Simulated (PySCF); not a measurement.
SMILES CC(=O)C[SiH2]c1cccs1, GFN2-xTB optimised geometry.

```
20

C      1.68     3.72     1.66
C      1.66     3.13     0.27
O      1.69     3.81    -0.73
C      1.54     1.64     0.22
Si    -0.31     1.24    -0.02
C     -0.47    -0.63     0.00
C      0.47    -1.61     0.00
C     -0.06    -2.92     0.00
C     -1.42    -2.92     0.00
S     -2.06    -1.32     0.00
H      1.57     4.80     1.61
H      0.89     3.28     2.26
H      2.63     3.48     2.13
H      2.09     1.26    -0.64
H      1.93     1.19     1.13
H     -1.08     1.79     1.10
H     -0.79     1.78    -1.29
H      1.53    -1.41     0.00
H      0.53    -3.81     0.00
H     -2.09    -3.75     0.00
```

Density from CAM-B3LYP/def2-SVP (PySCF) at that geometry.

Minimum of the electron density along straight lines between bonded atoms, close to the bond critical point (lines longer than 1.1 times the sum of covalent radii, or with two minima, are not listed):

```json
[
 {"bond": "C1–C2", "length / Å": "1.510", "ρ at the minimum / e bohr⁻³": "0.259", "∇²ρ there / e bohr⁻⁵": "-0.63", "position (fraction from the first atom)": "0.49"},
 {"bond": "C2–O3", "length / Å": "1.208", "ρ at the minimum / e bohr⁻³": "0.412", "∇²ρ there / e bohr⁻⁵": "0.33", "position (fraction from the first atom)": "0.33"},
 {"bond": "C2–C4", "length / Å": "1.488", "ρ at the minimum / e bohr⁻³": "0.267", "∇²ρ there / e bohr⁻⁵": "-0.65", "position (fraction from the first atom)": "0.51"},
 {"bond": "C4–Si5", "length / Å": "1.914", "ρ at the minimum / e bohr⁻³": "0.108", "∇²ρ there / e bohr⁻⁵": "0.29", "position (fraction from the first atom)": "0.62"},
 {"bond": "Si5–C6", "length / Å": "1.872", "ρ at the minimum / e bohr⁻³": "0.113", "∇²ρ there / e bohr⁻⁵": "0.37", "position (fraction from the first atom)": "0.38"},
 {"bond": "C6–C7", "length / Å": "1.366", "ρ at the minimum / e bohr⁻³": "0.320", "∇²ρ there / e bohr⁻⁵": "-0.80", "position (fraction from the first atom)": "0.51"},
 {"bond": "C7–C8", "length / Å": "1.410", "ρ at the minimum / e bohr⁻³": "0.300", "∇²ρ there / e bohr⁻⁵": "-0.75", "position (fraction from the first atom)": "0.50"},
 {"bond": "C8–C9", "length / Å": "1.358", "ρ at the minimum / e bohr⁻³": "0.326", "∇²ρ there / e bohr⁻⁵": "-0.84", "position (fraction from the first atom)": "0.49"},
 {"bond": "C6–S10", "length / Å": "1.735", "ρ at the minimum / e bohr⁻³": "0.210", "∇²ρ there / e bohr⁻⁵": "-0.43", "position (fraction from the first atom)": "0.46"},
 {"bond": "C9–S10", "length / Å": "1.717", "ρ at the minimum / e bohr⁻³": "0.219", "∇²ρ there / e bohr⁻⁵": "-0.49", "position (fraction from the first atom)": "0.47"},
 {"bond": "C1–H11", "length / Å": "1.087", "ρ at the minimum / e bohr⁻³": "0.278", "∇²ρ there / e bohr⁻⁵": "-1.06", "position (fraction from the first atom)": "0.64"},
 {"bond": "C1–H12", "length / Å": "1.087", "ρ at the minimum / e bohr⁻³": "0.276", "∇²ρ there / e bohr⁻⁵": "-1.02", "position (fraction from the first atom)": "0.63"},
 {"bond": "C1–H13", "length / Å": "1.089", "ρ at the minimum / e bohr⁻³": "0.273", "∇²ρ there / e bohr⁻⁵": "-1.00", "position (fraction from the first atom)": "0.63"},
 {"bond": "C4–H14", "length / Å": "1.088", "ρ at the minimum / e bohr⁻³": "0.273", "∇²ρ there / e bohr⁻⁵": "-1.00", "position (fraction from the first atom)": "0.63"},
 {"bond": "C4–H15", "length / Å": "1.087", "ρ at the minimum / e bohr⁻³": "0.274", "∇²ρ there / e bohr⁻⁵": "-0.99", "position (fraction from the first atom)": "0.63"},
 {"bond": "Si5–H16", "length / Å": "1.471", "ρ at the minimum / e bohr⁻³": "0.117", "∇²ρ there / e bohr⁻⁵": "0.33", "position (fraction from the first atom)": "0.49"},
 {"bond": "Si5–H17", "length / Å": "1.463", "ρ at the minimum / e bohr⁻³": "0.119", "∇²ρ there / e bohr⁻⁵": "0.33", "position (fraction from the first atom)": "0.49"},
 {"bond": "C7–H18", "length / Å": "1.076", "ρ at the minimum / e bohr⁻³": "0.285", "∇²ρ there / e bohr⁻⁵": "-1.10", "position (fraction from the first atom)": "0.64"},
 {"bond": "C8–H19", "length / Å": "1.075", "ρ at the minimum / e bohr⁻³": "0.284", "∇²ρ there / e bohr⁻⁵": "-1.11", "position (fraction from the first atom)": "0.64"},
 {"bond": "C9–H20", "length / Å": "1.072", "ρ at the minimum / e bohr⁻³": "0.286", "∇²ρ there / e bohr⁻⁵": "-1.14", "position (fraction from the first atom)": "0.65"}
]
```
